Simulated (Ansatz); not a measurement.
Ansatz results at the PBE0-D4/def2-TZVP geometry: HOMO energy (B3LYP/def2-TZVPP) -6.42 eV; HOMO–LUMO gap (PBE/def2-TZVPP) 1.73 eV; HOMO energy (PBE0/def2-TZVPP) -6.67 eV.

Each molecule was computed in one conformer, which needn't be the lowest.

**Question.** Which molecule gave them?
A. `OB[SiH]1SS1`
B. `CC[SiH]([AlH2])S`
C. `C/C=C(\F)C=S`
D. `[PH2][Al]1[BH][CH2]1`

**Answer.** C. The others give `OB[SiH]1SS1`: -5.92, 2.25, -6.17; `[PH2][Al]1[BH][CH2]1`: -6.40, 3.59, -6.59; `CC[SiH]([AlH2])S`: -6.47, 4.28, -6.65.

B3LYP here is the variant with VWN-RPA as its local correlation; programs differ in this.
